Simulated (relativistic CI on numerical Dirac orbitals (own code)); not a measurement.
## Electric-dipole lines of Tb XXXIX

Computed by Dirac-Coulomb-Breit CI, separate exchange-only KLI orbitals for each configuration, a model potential for QED, unscaled Slater integrals (own radial code, finite nucleus).

Configurations in the expansion (outside the closed core [Ne]): 3s2 3p6 3d9, 3s2 3p5 3d10, 3s 3p6 3d10, 3s2 3p6 3d8 4s, 3s2 3p6 3d8 4p, 3s2 3p6 3d8 4d, 3s2 3p4 3d10 4s, 3s2 3p4 3d10 4p, 3s2 3p5 3d9 4s, 3s2 3p6 3d8 4f, 3s2 3p4 3d10 4d, 3s2 3p5 3d9 4p, 3s 3p5 3d10 4s, 3s2 3p6 3d7 4s2, 3s 3p5 3d10 4p, 3s2 3p5 3d9 4d, 3s2 3p6 3d7 4s 4p, 3s 3p6 3d9 4s, 3s 3p5 3d10 4d, 3s2 3p6 3d8 5s, 3p6 3d10 4s, 3s2 3p6 3d7 4p2, 3s2 3p5 3d9 4f, 3s2 3p6 3d7 4s 4d, 3s2 3p6 3d8 5p, 3s 3p6 3d9 4p, 3p6 3d10 4p, 3s2 3p6 3d8 5d, 3s2 3p6 3d7 4p 4d, 3s2 3p5 3d8 4s2, 3s2 3p6 3d8 5f, 3p6 3d10 4d, 3s2 3p6 3d8 5g, 3s 3p6 3d9 4d, 3s2 3p5 3d8 4s 4p, 3s2 3p6 3d7 4d2. Levels of other configurations are missing.

```
λ vac (nm)                         Lower                         Upper   A (s⁻¹)  log gf  S velocity/length
   0.71378        3s2 3p6 3d9 2D_5/2 [1]  3s2 3p5 3d9 4d 2D°_5/2 [315]  1.94e+13   -0.05               1.00
   0.71389        3s2 3p6 3d9 2D_5/2 [1]  3s2 3p5 3d9 4d 2F°_7/2 [314]  1.91e+13    0.07               0.96
   0.71517        3s2 3p6 3d9 2D_3/2 [2]  3s2 3p5 3d9 4d 2F°_5/2 [346]  2.62e+13    0.08               0.97
   0.71526        3s2 3p6 3d9 2D_3/2 [2]  3s2 3p5 3d9 4d 2D°_3/2 [345]  3.50e+13    0.03               0.98
   0.71598        3s2 3p6 3d9 2D_3/2 [2]  3s2 3p5 3d9 4d 2P°_1/2 [343]  4.34e+13   -0.18               0.96
   0.71770        3s2 3p6 3d9 2D_5/2 [1]  3s2 3p5 3d9 4d 2P°_3/2 [305]  2.50e+13   -0.11               0.96
   0.71983        3s2 3p6 3d9 2D_5/2 [1]  3s2 3p5 3d9 4d 2F°_7/2 [299]  1.62e+13    0.00               0.97
   0.72274        3s2 3p6 3d9 2D_5/2 [1]  3s2 3p5 3d9 4d 2P°_3/2 [292]  2.35e+13   -0.13               0.93
   0.72313        3s2 3p6 3d9 2D_5/2 [1]  3s2 3p5 3d9 4d 2D°_5/2 [291]  2.32e+13    0.04               0.95
   0.78877        3s2 3p6 3d9 2D_5/2 [1]  3s2 3p6 3d8 4f 2G°_7/2 [226]  7.88e+12   -0.23               0.95
   0.79050        3s2 3p6 3d9 2D_3/2 [2]  3s2 3p6 3d8 4f 2F°_5/2 [252]  1.48e+14    0.92               0.95
   0.79266        3s2 3p6 3d9 2D_5/2 [1]  3s2 3p6 3d8 4f 2F°_7/2 [225]  2.07e+14    1.19               0.95
   0.79289        3s2 3p6 3d9 2D_5/2 [1]  3s2 3p6 3d8 4f 2D°_5/2 [224]  1.92e+14    1.04               0.93
   0.79423        3s2 3p6 3d9 2D_5/2 [1]  3s2 3p6 3d8 4f 2D°_3/2 [221]  1.04e+14    0.59               0.93
   0.79549        3s2 3p6 3d9 2D_3/2 [2]  3s2 3p6 3d8 4f 2D°_3/2 [246]  1.89e+14    0.86               0.93
   0.79647        3s2 3p6 3d9 2D_5/2 [1]  3s2 3p6 3d8 4f 2P°_3/2 [219]  6.01e+13    0.36               0.93
   0.79694        3s2 3p6 3d9 2D_3/2 [2]  3s2 3p6 3d8 4f 2F°_5/2 [245]  7.27e+13    0.62               0.95
   0.80154        3s2 3p6 3d9 2D_3/2 [2]  3s2 3p6 3d8 4f 2P°_1/2 [236]  1.19e+14    0.36               0.93
   0.81225        3s2 3p6 3d9 2D_3/2 [2]  3s2 3p6 3d8 4f 2P°_1/2 [223]  7.10e+13    0.15               0.93
   0.81251        3s2 3p6 3d9 2D_3/2 [2]  3s2 3p6 3d8 4f 2D°_3/2 [221]  1.53e+13   -0.22               0.92
   0.81486        3s2 3p6 3d9 2D_3/2 [2]  3s2 3p6 3d8 4f 2P°_3/2 [219]  2.87e+13    0.06               0.93
   0.81528        3s2 3p6 3d9 2D_3/2 [2]  3s2 3p6 3d8 4f 2F°_5/2 [218]  2.88e+13    0.24               0.95
   0.81684        3s2 3p6 3d9 2D_5/2 [1]  3s2 3p6 3d8 4f 4G°_7/2 [172]  3.15e+13    0.40               0.95
   0.81709        3s2 3p6 3d9 2D_5/2 [1]  3s2 3p6 3d8 4f 2D°_5/2 [171]  2.94e+13    0.25               0.93
   0.82027        3s2 3p6 3d9 2D_5/2 [1]  3s2 3p6 3d8 4f 2D°_3/2 [165]  1.86e+13   -0.12               0.93
   0.83945        3s2 3p6 3d9 2D_3/2 [2]  3s2 3p5 3d9 4s 2F°_5/2 [168]  1.00e+13   -0.20               0.97
   0.85049        3s2 3p6 3d9 2D_5/2 [1]  3s2 3p5 3d9 4s 2F°_7/2 [132]  9.97e+12   -0.06               0.97
    2.5871    3s2 3p6 3d8 4s 2G_7/2 [17]  3s2 3p5 3d9 4s 2F°_5/2 [272]  2.93e+12    0.25               0.85
    2.5872    3s2 3p6 3d8 4s 2G_9/2 [16]  3s2 3p5 3d9 4s 2F°_7/2 [270]  2.83e+12    0.36               0.85
    3.4426     3s2 3p6 3d8 4s 2F_7/2 [7]  3s2 3p5 3d9 4s 2D°_5/2 [139]  1.59e+12    0.23               0.86
    3.4455     3s2 3p6 3d8 4s 4F_9/2 [6]  3s2 3p5 3d9 4s 4D°_7/2 [138]  1.53e+12    0.34               0.86
    3.4481   3s2 3p6 3d8 4p 2G°_9/2 [22]   3s2 3p5 3d9 4p 2F_7/2 [215]  1.52e+12    0.34               0.87
    3.4908        3s2 3p6 3d9 2D_5/2 [1]      3s2 3p5 3d10 2P°_3/2 [3]  1.07e+12   -0.11               0.91
    3.6545     3s2 3p6 3d8 4s 2D_5/2 [8]  3s2 3p5 3d9 4s 2D°_5/2 [134]  8.35e+11    0.00               0.98
    7.2389   3s2 3p6 3d8 4p 4G°_7/2 [27]    3s2 3p6 3d8 4d 4H_9/2 [88]  3.51e+11    0.44               1.09
    7.2665   3s2 3p6 3d8 4p 2G°_9/2 [22]   3s2 3p6 3d8 4d 2H_11/2 [69]  3.55e+11    0.53               1.10
    9.4150     3s2 3p6 3d8 4s 4F_9/2 [6]   3s2 3p6 3d8 4p 4F°_9/2 [36]  9.94e+10    0.12               0.94
    9.4409     3s2 3p6 3d8 4s 2D_5/2 [8]   3s2 3p6 3d8 4p 2F°_7/2 [40]  1.49e+11    0.20               1.05
    9.5244     3s2 3p6 3d8 4s 2F_7/2 [7]   3s2 3p6 3d8 4p 2D°_5/2 [38]  1.49e+11    0.09               0.87
    9.5530    3s2 3p6 3d8 4s 4P_5/2 [13]   3s2 3p6 3d8 4p 4D°_7/2 [52]  1.55e+11    0.23               1.06
    9.5610     3s2 3p6 3d8 4s 2F_7/2 [7]   3s2 3p6 3d8 4p 2F°_7/2 [37]  1.10e+11    0.08               0.96
    9.5988    3s2 3p6 3d8 4s 4F_7/2 [11]   3s2 3p6 3d8 4p 4G°_9/2 [46]  1.62e+11    0.35               1.10
    9.6015     3s2 3p6 3d8 4s 4F_9/2 [6]  3s2 3p6 3d8 4p 4G°_11/2 [35]  1.62e+11    0.43               1.11
    9.6427  3s2 3p6 3d8 4p 4G°_11/2 [35]   3s2 3p6 3d8 4d 4H_13/2 [74]  1.88e+11    0.56               1.12
    9.7084    3s2 3p6 3d8 4s 2G_9/2 [16]  3s2 3p6 3d8 4p 2H°_11/2 [55]  1.57e+11    0.43               1.14
```

Terms are leading LS components. Brackets give the number of a level in order of energy, since labels repeat. The list gives strong lines, with weight on those to low levels, among the lowest 400 of 3960 levels, so that lines to higher ones, which can be the strongest, are missing. Levels whose partners in the same complex of configurations lie outside the list can be far off, and so can their lines. Rates are taken at the computed energies, electric ones in the length gauge. A velocity-to-length ratio far from 1 marks an uncertain rate.

At this charge energies of transitions that change n are usually good to better than 1 %, and those within a shell (Δn = 0) to a few per cent.

LS names give the leading component of a level, which can be under half, so a name can repeat, a term be missing and a line seem to break the LS rules.
